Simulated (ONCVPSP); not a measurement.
## What one change does to a pseudopotential (Gd, ONCV)

Gd (Z = 64), optimised norm-conserving Vanderbilt (ONCV), made with ONCVPSP 4.0.1 (PBEsol, fully relativistic). Core [Kr] 4d10, reference 4f7 5s2 5p6 5d1 6s1.5 6p0.5. Waves: 5s+6s: rc 1.80 bohr, ncon 4, nbas 8, qcut 6.7 1/bohr, 2 projectors; 5p+6p: rc 2.65 bohr, ncon 4, nbas 8, qcut 5.1 1/bohr, 2 projectors; 5d: rc 2.50 bohr, ncon 5, nbas 10, qcut 4.4 1/bohr, 3 projectors, debl 1 Ha; 4f: rc 1.10 bohr, ncon 4, nbas 9, qcut 16.9 1/bohr, 1 projector. Local part: polynomial inside 0.90 bohr (lpopt 5, dvloc0 0 Ha). Core correction: polynomial model core, fcfact 0.7.

Open shells are filled in proportion to 2j + 1.

Change: f: rc 0.86; local potential polynomial inside 0.86 bohr (lpopt 5, dvloc0 0 Ha).

Cutoffs: the cutoffs (Ha) at which the residual kinetic energy of the hardest occupied pseudo-wave falls to 1 and 0.1 mHa per electron; they do not see the model core or the augmentation charge, which bear on the density cutoff. Errors are all-electron minus pseudo energies relative to the spin-unpolarised reference configuration.

Question: Predict the effect on cutoff, ghosts and configuration errors.

Answer: The potential gets harder (114 Ha and 125 Ha → 138 Ha and 408 Ha); both files keep a bound ghost (p, s); the errors of the 3 common tests hardly move. A smaller radius makes the pseudo-wave follow the all-electron one further in, where it bends more sharply, so more plane waves are needed.

| quantity | base | changed |
| --- | --- | --- |
| cutoff, loose | 114 Ha | 138 Ha |
| cutoff, tight | 125 Ha | 408 Ha |
| loose cutoff by channel | s 16 Ha, p 8.1 Ha, d 8.0 Ha, f 114 Ha | s 16 Ha, p 8.1 Ha, d 8.0 Ha, f 138 Ha |
| bound ghosts | s, p3/2, p1/2 | s, p3/2, p1/2 |
| GHOST(+) flags under 300 eV | d3/2 at 240.6 eV | d5/2 at 200.9 eV |
| tests counted as reliable (solved cleanly; for ONCVPSP, near-neutral configurations with less than one 5d electron left out) | 3 of 4 | 3 of 4 |
| error for 4f7 5s2 5p6 5d1 6s2 6p0, meV [ΔE -1.43 eV] | -0.1 | -0.1 |
| error for 4f7 5s2 5p6 5d1 6s1 6p0, meV [ΔE 5.25 eV] | +0.1 | +0.1 |
| error for 4f7 5s2 5p6 5d1 6s0 6p0, meV [ΔE 17.29 eV] | +0.3 | +0.2 |
| s: phases at 1.83 bohr within 0.05 rad from the reference energy up to (Ha; the scan ends near 5) | to the end of the scan | to the end of the scan |
| p3/2: phases at 2.69 bohr within 0.05 rad from the reference energy up to (Ha; the scan ends near 5) | 4.1 | 3.9 |
| p1/2: phases at 2.69 bohr within 0.05 rad from the reference energy up to (Ha; the scan ends near 5) | 4.0 | 3.8 |
| d5/2: phases at 2.55 bohr within 0.05 rad from the reference energy up to (Ha; the scan ends near 5) | to the end of the scan | to the end of the scan |
| d3/2: phases at 2.55 bohr within 0.05 rad from the reference energy up to (Ha; the scan ends near 5) | to the end of the scan | to the end of the scan |
| rms error of d²Exc/dni dnj with the model core, mHa | 2.37 | 2.34 |

 A true bound ghost makes a file unfit for plane-wave use even where its test errors are small: the radial tests pick states by their node count and pass the ghost by.
